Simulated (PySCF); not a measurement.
Electron correlation in S³⁺ (sulfur, charge +3)

[Ne] 3s2 3p1, 2P determinant. Computed with PySCF 2.14 in aug-cc-pwCVDZ (6s5p3d, 36 functions), with the non-relativistic Hamiltonian (point nucleus). Frozen: 1s2; 11 electrons correlated.

```
  level  correlation energy (mhartree)
   CCSD                        -209.52
    (T)                          -1.96
CCSD(T)                        -211.48
```

Diagnostics: T1 = 0.0056, D1 = 0.0244, largest double amplitude 0.104.

Task: Is a single reference adequate?

Result: Mostly. T1 lies below 0.03, but a double amplitude of this size points to a near-degeneracy that CCSD handles and MP2 describes poorly.
